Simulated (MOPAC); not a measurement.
MOPAC input (PM6):

```
PM6 FORCE THERMO(298,298) PRECISE LET UHF MS=0.5 GEO-OK AUX(PRECISION=9) THREADS=1
C5H11O

C    -1.99851630 1    0.91972789 1    0.86861716 1
C    -0.93106026 1   -0.07354002 1    0.61882061 1
C    -1.48634457 1   -1.33502964 1   -0.05823208 1
C     0.21530373 1    0.55021978 1   -0.20314538 1
C     1.45090214 1   -0.34624120 1   -0.25671048 1
O     2.48825045 1    0.51302254 1   -0.78115351 1
H    -1.77829751 1    1.96054603 1    0.95571749 1
H    -3.01707297 1    0.61969021 1    0.97576488 1
H    -0.52336404 1   -0.36714506 1    1.62891661 1
H    -2.29456298 1   -1.78048435 1    0.53247608 1
H    -1.89394954 1   -1.10762666 1   -1.05014859 1
H    -0.71461496 1   -2.09970824 1   -0.18683748 1
H    -0.12589726 1    0.78170999 1   -1.23083613 1
H     0.51104314 1    1.53096481 1    0.22653041 1
H     1.76314821 1   -0.69613616 1    0.74315934 1
H     1.32079206 1   -1.20759156 1   -0.93340645 1
H     3.29439280 1   -0.00253115 1   -0.95911619 1
```

From the output:

```
     H   17   0.006528   0.007838   0.053548   0.052584   3.755832

          HEAT OF FORMATION =     -37.624325 KCALS/MOLE

          ZERO POINT ENERGY      85.205 KCAL/MOL

           NORMAL COORDINATE ANALYSIS (Total motion = 1 Angstrom)

   Root No.       1         2         3         4         5         6         7         8

                 1 A       2 A       3 A       4 A       5 A       6 A       7 A       8 A

                  40.0      73.3      83.6     110.3     156.0     202.7     322.2     390.1

           1   -0.0004    0.0100    0.0037    0.0010   -0.0056   -0.0048   -0.0008   -0.0233
           2    0.0086   -0.0259   -0.0181    0.0002    0.0167    0.0083    0.0440    0.0423
           3   -0.0082   -0.0157    0.0084    0.0018    0.0099   -0.0475   -0.0163   -0.0243
           4   -0.0004    0.0098    0.0038    0.0009   -0.0055   -0.0071    0.0015   -0.0202
           5    0.0087    0.0089    0.0058    0.0045   -0.0054   -0.0115    0.0120   -0.0332
           6   -0.0042    0.0089   -0.0029    0.0040    0.0009    0.0213    0.0036   -0.0071
           7   -0.0014   -0.0252    0.0022   -0.0050    0.0070    0.0257   -0.0488   -0.0268
           8    0.0091    0.0227    0.0049    0.0071   -0.0103   -0.0240    0.0329   -0.0323
           9    0.0386   -0.0003   -0.0143   -0.0002   -0.0013    0.0159   -0.0370    0.0200
          10   -0.0025    0.0158    0.0028    0.0040   -0.0080   -0.0317   -0.0088    0.0364
          11   -0.0243    0.0387    0.0162    0.0103   -0.0153    0.0083   -0.0194    0.0139
          12   -0.0260    0.0265    0.0068    0.0064   -0.0044    0.0485   -0.0002   -0.0017
          13   -0.0104    0.0030   -0.0009   -0.0012   -0.0034   -0.0341   -0.0049    0.0421
          14   -0.0582   -0.0218   -0.0022   -0.0154    0.0067    0.0049   -0.0337    0.0060
          15   -0.0555   -0.0119    0.0002   -0.0103    0.0017   -0.0026    0.0342   -0.0036
          16    0.0134   -0.0094   -0.0100   -0.0010    0.0124    0.0390    0.0587   -0.0082
          17    0.0511   -0.0164   -0.0042   -0.0318    0.0055    0.0082   -0.0359   -0.0016
          18    0.0491   -0.0031    0.0006   -0.0273   -0.0046   -0.0225    0.0237    0.0051
          19   -0.0017    0.0219    0.0322    0.0025   -0.0156   -0.0331   -0.0305   -0.0832
          20   -0.0029   -0.0214   -0.1878    0.0063    0.0137    0.0045    0.0499    0.0662
          21   -0.0350    0.0113   -0.3154    0.0171   -0.0115   -0.0971   -0.0492   -0.0649
          22    0.0007   -0.0018   -0.0242   -0.0004    0.0052    0.0248    0.0262    0.0384
          23    0.0211   -0.0560    0.1220   -0.0098    0.0380    0.0236    0.0710    0.0952
          24    0.0163   -0.0629    0.3459   -0.0173    0.0393   -0.0576    0.0002   -0.0043
          25    0.0020    0.0350    0.0062    0.0037   -0.0147    0.0162    0.0075   -0.0325
          26    0.0366    0.0051   -0.0019    0.0025   -0.0085   -0.0341    0.0078   -0.0404
          27   -0.0179    0.0191    0.0022    0.0057   -0.0003    0.0387    0.0077   -0.0043
          28    0.0087    0.0116   -0.0068    0.0083    0.1863    0.0231   -0.1006   -0.0256
          29    0.0304   -0.0120   -0.0006   -0.0040   -0.0806   -0.0102   -0.0035   -0.0103
          30    0.0486   -0.0404   -0.0141   -0.0139   -0.1301    0.0266   -0.0403    0.0351
          31   -0.0128   -0.0929    0.0124   -0.0252   -0.1783    0.0569   -0.0466   -0.0362
          32   -0.0143    0.0431    0.0107    0.0158    0.0670   -0.0217    0.0430   -0.0596
          33    0.0490   -0.0329   -0.0148   -0.0117   -0.1031    0.0240   -0.0426    0.0345
          34   -0.0005   -0.0213    0.0016   -0.0040    0.0208    0.0247   -0.0523   -0.0270
          35    0.0115    0.0465    0.0060    0.0109   -0.0197   -0.0484    0.0783   -0.0222
          36    0.0533    0.0669   -0.0261    0.0197    0.2268   -0.0074   -0.0710    0.0271
          37    0.0301    0.0630    0.0137    0.0213   -0.0209   -0.0072   -0.0281    0.0653
          38   -0.0315    0.0859    0.0343    0.0231   -0.0294    0.0397   -0.0400    0.0567
          39   -0.0137    0.0126   -0.0002    0.0029   -0.0001    0.0360    0.0050   -0.0157
          40   -0.0276   -0.0164   -0.0076   -0.0079    0.0027   -0.0437   -0.0221    0.0442
          41   -0.0101    0.0591    0.0230    0.0171   -0.0216    0.0194   -0.0144    0.0146
          42   -0.0286    0.0838    0.0267    0.0221   -0.0224    0.0826   -0.0417    0.0632
          43   -0.0550   -0.0405   -0.0102   -0.0230    0.0066   -0.0777    0.0003    0.0501
          44   -0.1710   -0.0487   -0.0088   -0.0507    0.0195    0.0071   -0.0250    0.0021
          45   -0.0227   -0.0139    0.0000   -0.0049   -0.0006   -0.0179    0.0316    0.0021
          46    0.0113    0.0454    0.0113    0.0142   -0.0184   -0.0312   -0.0202    0.0556
          47   -0.0402   -0.0420   -0.0091   -0.0189    0.0149    0.0123   -0.0229   -0.0079
          48   -0.1778   -0.0430   -0.0053   -0.0496    0.0107   -0.0349    0.0362    0.0100
          49    0.0135   -0.0139   -0.0106    0.0285    0.0142    0.0486    0.0699   -0.0160
          50    0.0273   -0.0676   -0.0012    0.4343    0.0098    0.0452   -0.0016   -0.0289
          51    0.0083   -0.0418    0.0126    0.4434   -0.0167   -0.0609   -0.0254    0.0361

   Root No.       9        10        11        12        13        14        15        16

                 9 A      10 A      11 A      12 A      13 A      14 A      15 A      16 A

                 457.5     465.5     792.0     825.1     915.8     947.4     964.8     988.1

           1    0.0360   -0.0399    0.0039   -0.0104    0.0083   -0.0267   -0.0083   -0.0303
           2    0.0166   -0.0123    0.0045   -0.0251   -0.0405   -0.0158    0.0082   -0.0134
           3   -0.0026   -0.0227    0.0136   -0.0519    0.0193    0.0123   -0.0023   -0.0044
           4    0.0298   -0.0377    0.0011   -0.0072    0.0006   -0.0041    0.0005    0.0104
           5   -0.0176    0.0347   -0.0012    0.0018   -0.0130   -0.0154   -0.0098   -0.0052
           6    0.0460    0.0537    0.0097    0.0058    0.0121   -0.0243   -0.0043    0.0125
           7   -0.0216    0.0201    0.0039    0.0034   -0.0045    0.0228    0.0117    0.0485
           8    0.0020    0.0119    0.0089    0.0165    0.0123    0.0517    0.0081   -0.0079
           9   -0.0137   -0.0114    0.0032    0.0040    0.0108   -0.0302    0.0192    0.0045
          10    0.0022    0.0205   -0.0050   -0.0021    0.0036   -0.0054   -0.0058    0.0047
          11   -0.0386   -0.0090   -0.0281   -0.0158    0.0188   -0.0369   -0.0258    0.0221
          12    0.0292   -0.0023   -0.0175    0.0079   -0.0275    0.0313   -0.0099   -0.0118
          13    0.0030    0.0293   -0.0060    0.0065   -0.0136    0.0169    0.0089   -0.0103
          14    0.0120   -0.0031   -0.0168   -0.0064    0.0040    0.0042    0.0207   -0.0031
          15   -0.0255   -0.0061   -0.0140   -0.0075    0.0059    0.0052    0.0197   -0.0081
          16   -0.0346   -0.0027   -0.0009   -0.0008    0.0005   -0.0016   -0.0006    0.0006
          17    0.0234   -0.0040    0.0074    0.0029   -0.0027    0.0033   -0.0030   -0.0033
          18   -0.0175    0.0067    0.0017    0.0003    0.0008   -0.0056   -0.0054    0.0056
          19   -0.0073   -0.0299    0.0002   -0.0191   -0.1916   -0.1047    0.0250   -0.0654
          20    0.0304   -0.0481   -0.0265    0.1035    0.0814    0.0210   -0.0156    0.0215
          21   -0.0388   -0.0855   -0.0588    0.2139   -0.0452   -0.0367    0.0016    0.0118
          22    0.0774   -0.0456    0.0101   -0.0155    0.2095    0.0465   -0.0429   -0.0006
          23    0.0408   -0.0455   -0.0265    0.0982    0.0881    0.0191   -0.0184    0.0163
          24   -0.0135   -0.0842   -0.0609    0.2151   -0.0315   -0.0312   -0.0017    0.0152
          25    0.0492   -0.0489   -0.0157    0.0582    0.0083   -0.0072   -0.0055   -0.0415
          26   -0.0323    0.0297    0.0238    0.0228    0.0582   -0.0283    0.0616   -0.0376
          27    0.0552    0.0394   -0.0107    0.0175   -0.0261   -0.0025   -0.0402    0.0123
          28   -0.0764    0.0426   -0.0123    0.0148    0.0187    0.0587   -0.0487   -0.1192
          29   -0.0594   -0.0156   -0.0196   -0.0062   -0.0231    0.1684   -0.0964   -0.1026
          30   -0.0337   -0.0408   -0.0108   -0.0174   -0.0234    0.0479   -0.0344    0.0044
          31   -0.0296    0.0680    0.0064    0.0378    0.0546   -0.0327    0.0192   -0.0949
          32    0.0306    0.0795    0.0349    0.0568    0.0777   -0.0829    0.0924   -0.0539
          33   -0.0335   -0.0393   -0.0137   -0.0149   -0.0181    0.0390   -0.0371   -0.0041
          34   -0.0257    0.0211    0.0018    0.0039   -0.0024    0.0225    0.0045    0.0296
          35    0.0592   -0.0565    0.0163   -0.0215   -0.0579    0.0752    0.0471    0.2647
          36   -0.0454   -0.0320   -0.0152   -0.0179   -0.0234    0.0504   -0.0417   -0.0006
          37   -0.0019    0.0260    0.1154    0.0509   -0.0311   -0.0052   -0.0442    0.0055
          38   -0.0982   -0.0778    0.1052    0.0122    0.0260    0.0014    0.0830   -0.0209
          39    0.0570    0.0342   -0.0451    0.0071   -0.0350    0.0074   -0.0702    0.0112
          40    0.0276    0.0407   -0.0817   -0.0166    0.0017    0.0202    0.0417   -0.0057
          41   -0.0571   -0.0253    0.0352   -0.0008    0.0137   -0.0398   -0.0372    0.0186
          42   -0.0200   -0.0584    0.1450    0.0483   -0.0301    0.0849    0.0984   -0.0546
          43   -0.0051    0.0378    0.1289    0.0498   -0.0258   -0.0214   -0.0805    0.0198
          44    0.0089   -0.0084    0.0782    0.0270   -0.0165   -0.0105   -0.0602    0.0149
          45   -0.0265    0.0003   -0.0019   -0.0036    0.0069   -0.0021    0.0156   -0.0035
          46   -0.0031    0.0325   -0.1131   -0.0308    0.0067    0.0225    0.0649   -0.0208
          47    0.0184   -0.0088    0.0381    0.0122   -0.0066    0.0059   -0.0028   -0.0016
          48   -0.0395    0.0023    0.0993    0.0311   -0.0075   -0.0357   -0.0808    0.0256
          49   -0.0444   -0.0080    0.0004   -0.0039    0.0092   -0.0159   -0.0073    0.0098
          50   -0.0078   -0.0237    0.0140   -0.0052    0.0212   -0.0357   -0.0223    0.0228
          51    0.0170    0.0252    0.0035    0.0125   -0.0249    0.0337    0.0092   -0.0200

   Root No.      17        18        19        20        21        22        23        24

                17 A      18 A      19 A      20 A      21 A      22 A      23 A      24 A

                1074.1    1085.3    1120.9    1132.4    1154.2    1172.0    1181.4    1246.8

           1    0.0226    0.0152   -0.0085   -0.0304   -0.0101   -0.0122   -0.0042    0.0103
           2   -0.0006   -0.0084    0.0008    0.0111   -0.0018    0.0056   -0.0006   -0.0006
           3   -0.0137   -0.0094    0.0099    0.0023    0.0061    0.0065   -0.0004    0.0001
           4   -0.0110   -0.0015    0.0016    0.0123    0.0050   -0.0012    0.0007   -0.0095
           5    0.0023    0.0233    0.0005   -0.0238    0.0174    0.0044    0.0188   -0.0058
           6    0.0265    0.0307   -0.0106   -0.0167   -0.0112    0.0357    0.0031   -0.0054
           7   -0.0010   -0.0030   -0.0001   -0.0001   -0.0014    0.0007   -0.0004    0.0045
           8    0.0039   -0.0192   -0.0036    0.0170   -0.0224   -0.0102   -0.0279    0.0039
           9   -0.0156   -0.0163    0.0041    0.0071   -0.0071   -0.0204   -0.0163   -0.0019
          10    0.0302   -0.0007   -0.0216    0.0617    0.0014   -0.0122    0.0188   -0.0291
          11   -0.0140   -0.0113    0.0064   -0.0058   -0.0216    0.0016    0.0060    0.0040
          12   -0.0200   -0.0258    0.0001    0.0005    0.0035   -0.0356    0.0277    0.0088
          13   -0.0403    0.0081    0.0115   -0.0385   -0.0012    0.0012   -0.0069    0.0090
          14    0.0438   -0.0030    0.0474   -0.0156    0.0232   -0.0045   -0.0168   -0.0003
          15   -0.0206    0.0503   -0.0214    0.0403   -0.0006    0.0011   -0.0024    0.0030
          16   -0.0050   -0.0022    0.0042   -0.0149   -0.0003   -0.0010   -0.0019   -0.0106
          17   -0.0313    0.0150   -0.0344    0.0135   -0.0057    0.0041    0.0021    0.0043
          18    0.0295   -0.0280    0.0152   -0.0186    0.0117   -0.0017   -0.0057   -0.0064
          19    0.0444    0.0063   -0.0217   -0.0091   -0.0352   -0.0056   -0.0144    0.0112
          20    0.0001    0.0141   -0.0003   -0.0124    0.0105   -0.0026    0.0093   -0.0017
```
